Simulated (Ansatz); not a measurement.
Born–Oppenheimer molecular dynamics of Cl$_{2}$FH$_{3}$Si (7 atoms, charge 0, multiplicity 1). It starts at the highest image of a converged band, a first-order saddle point between two minima.

Theory: UKS LDA/def2-SVP (Ansatz).

```json
{
 "ensemble": "NVE (velocity Verlet)",
 "time step": "0.5 fs",
 "steps asked": "200",
 "starting velocities drawn for": "100 K",
 "seed": "2438"
}
```

First frame:

```xyz
7
Properties=species:S:1:pos:R:3
Si -0.373 -0.051 -0.096
H 1.265 -0.406 -0.274
Cl -0.646 -1.649 -1.406
Cl -0.918 -0.748 1.743
H -1.291 0.946 -0.714
H 1.322 0.505 0.180
F 0.641 1.403 0.566
```

(1) How far do the bonds stretch over the last three quarters of this one trajectory? (Pairs bonded in most of those frames.)

Answers

(1) 
```tsv
bond	mean (Å)	spread (Å)	shortest	longest
Si1–Cl3	2.075	0.058	1.98	2.17
Si1–Cl4	2.032	0.037	1.98	2.09
Si1–H5	1.491	0.006	1.48	1.50
Si1–F7	1.643	0.085	1.51	1.79
H2–H6	0.788	0.009	0.77	0.83
```

Mean temperature of the second half: 1827 K. The conserved energy stayed within 0.053 meV per atom of its start (net change 0.0071 meV per atom), so the integration is sound. The system heated up, since it started high on the potential surface and ran downhill. A run of 0.1 ps of so small a system gives no equilibrium averages. The orbitals stay closed-shell, which can raise the energy where a bond breaks towards radicals; this wasn't checked here.

The run took 2.9 min on 2 threads of Arm Neoverse V2, on a shared host, peak memory 0.13 GiB.
